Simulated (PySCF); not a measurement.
Converging GaCl in the basis (CCSD(T))

PySCF, RHF reference; singlet, unpaired electrons none; De to Ga + Cl without counterpoise correction. Frozen cores follow the default of each basis and core potential.

```csv
basis,relativity,functions,Re (Å),ωe (cm⁻¹),De (eV),frozen orbitals
cc-pVDZ-PP/cc-pV(D+d)Z,scalar-relativistic core potentials,46,2.241,365,4.39,9
def2-TZVPP,no relativity,90,2.211,377,4.75,14
def2-TZVPPD,no relativity,105,2.216,371,4.77,14
```

Problem. How does each smaller set differ from the one with most functions, def2-TZVPPD?

Solution. cc-pVDZ-PP/cc-pV(D+d)Z: +2.5 pm, -1.6 % in ωe, -0.38 eV in De; def2-TZVPP: -0.5 pm, +1.6 % in ωe, -0.02 eV in De. All at CCSD(T); the set with most functions is neither the basis-set limit nor always the best. The rows treat relativity differently, so the differences are not basis effects alone.

Correlated steps freeze the inner cores (9 to 14 orbitals); shallow outer-core shells are correlated. Correlated levels converge slowly with the basis: in double zeta they bind strong bonds too weakly, by up to about 1 eV, and carry superposition errors of some tenths. Where the molecule has an RHF reference, its open-shell atoms are computed with UHF.
